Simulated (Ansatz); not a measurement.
Born–Oppenheimer molecular dynamics of a periodic cell of 24 atoms, H7C16O (surface C(111), H-covered but for one site, underside capped with H, adsorbate O). It goes on from the last frame of an earlier run, with new velocities.

Level of theory: Ansatz, DFT PBE, scalar-relativistic, plane waves, PAW. Settings: accuracy low, PAW set soft_1, cutoff 420 eV, k mesh 2x2x1, fermi-dirac smearing 0.05 eV, spin collinear.

| Quantity | Value |
| --- | --- |
| ensemble | NVT, Nosé–Hoover chain |
| time step | 0.5 fs |
| steps asked | 190 |
| set temperature | 1800 K |
| thermostat | time constant 50 fs, chain length 3 |
| atoms held | 1 to 12 |
| seed | 463301 |

First frame:

```xyz
24
Lattice="5.0487 0.0000 0.0000 2.5244 4.3723 0.0000 0.0000 0.0000 15.7764" Properties=species:S:1:pos:R:3
H 1.262 0.729 1.000
H 3.787 0.729 1.000
H 2.524 2.915 1.000
H 5.049 2.915 1.000
C 1.262 0.729 2.100
C 3.787 0.729 2.100
C 2.524 2.915 2.100
C 5.049 2.915 2.100
C 0.000 1.457 2.615
C 2.524 1.457 2.615
C 1.262 3.644 2.615
C 3.787 3.644 2.615
C 0.084 1.463 4.271
C 2.527 1.463 4.254
C 1.335 3.672 4.223
C 3.822 3.768 4.295
C 0.045 0.037 4.602
C 2.565 0.096 4.792
C 1.350 2.206 4.756
C 3.818 2.296 4.631
H 2.531 0.348 5.963
H 1.408 2.461 5.809
H 3.405 3.130 6.390
O 3.890 2.335 6.102
```

(1) What does the run give?

(2) What happens to the structure?

(3) How do temperature and energy run in time?

Results:

(1) The run went to its last step.

```json
{
  "steps done": "190",
  "time covered": "95 fs",
  "mean temperature over the second half": "1693 K",
  "spread of the potential energy over the second half": "18.2 meV per atom",
  "mean potential energy of the second half above the start": "57.1 meV per atom"
}
```

The conserved energy stayed within 0.26 meV per atom of its start (net change 0.25 meV per atom), so the integration is sound. A run of 0.095 ps of so small a system gives no equilibrium averages. Limits of this set-up: coarse k mesh, thin slab, slab without dipole correction, low accuracy level.

(2) Mean squared displacements from the first frame to the last: H 0.19 Å², C 0.03 Å², O 0.11 Å². This is one draw of velocities; another would differ in detail.

(3) 
```json
{"time (fs)": "0", "T (K)": "1800", "potential energy less start (eV)": "0.000", "conserved less start (meV/atom)": "0.00"}
{"time (fs)": "7.5", "T (K)": "1171", "potential energy less start (eV)": "0.981", "conserved less start (meV/atom)": "0.11"}
{"time (fs)": "15", "T (K)": "1485", "potential energy less start (eV)": "0.520", "conserved less start (meV/atom)": "0.03"}
{"time (fs)": "22.5", "T (K)": "1355", "potential energy less start (eV)": "0.778", "conserved less start (meV/atom)": "0.05"}
{"time (fs)": "30", "T (K)": "1255", "potential energy less start (eV)": "1.012", "conserved less start (meV/atom)": "0.07"}
{"time (fs)": "37.5", "T (K)": "1000", "potential energy less start (eV)": "1.500", "conserved less start (meV/atom)": "0.14"}
{"time (fs)": "45", "T (K)": "1948", "potential energy less start (eV)": "0.203", "conserved less start (meV/atom)": "-0.01"}
{"time (fs)": "52.5", "T (K)": "1649", "potential energy less start (eV)": "0.902", "conserved less start (meV/atom)": "0.09"}
{"time (fs)": "60", "T (K)": "1546", "potential energy less start (eV)": "1.277", "conserved less start (meV/atom)": "0.14"}
{"time (fs)": "67.5", "T (K)": "1711", "potential energy less start (eV)": "1.249", "conserved less start (meV/atom)": "0.10"}
{"time (fs)": "75", "T (K)": "1402", "potential energy less start (eV)": "1.951", "conserved less start (meV/atom)": "0.18"}
{"time (fs)": "82.5", "T (K)": "2097", "potential energy less start (eV)": "1.074", "conserved less start (meV/atom)": "0.08"}
{"time (fs)": "90", "T (K)": "1790", "potential energy less start (eV)": "1.738", "conserved less start (meV/atom)": "0.07"}
```

Run time: 22 min on 1 thread of Intel(R) Xeon(R) Platinum 8488C (Sapphire Rapids), on a shared host, peak memory 0.77 GiB.
